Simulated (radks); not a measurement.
Values are calculated unless marked as measured or tabulated.
Problem. The iron ion Fe2+, configuration [Ar] 3d6. Code: a radial shooting solver on a logarithmic mesh with Libxc functionals. Model: scalar-relativistic Kohn-Sham, PBE, spin-unpolarised, spherical densities, point nucleus. Some entries of the table are withheld. Estimate them.

orbital  occ.  eigenvalue (Ry)  <r^2> (bohr^2)
1s          2        -515.7838        0.004596
2s          2              (1)         0.08412
2p          6              (2)         0.06816
3s          2         -8.26652          0.7598
3p          6              (3)             (4)
3d          6         -1.89018             (5)

Solution. 
(1) 2s eigenvalue (Ry): -61.58627
(2) 2p eigenvalue (Ry): -52.67580
(3) 3p eigenvalue (Ry): -5.77067
(4) 3p <r^2> (bohr^2): 0.8678
(5) 3d <r^2> (bohr^2): 1.517
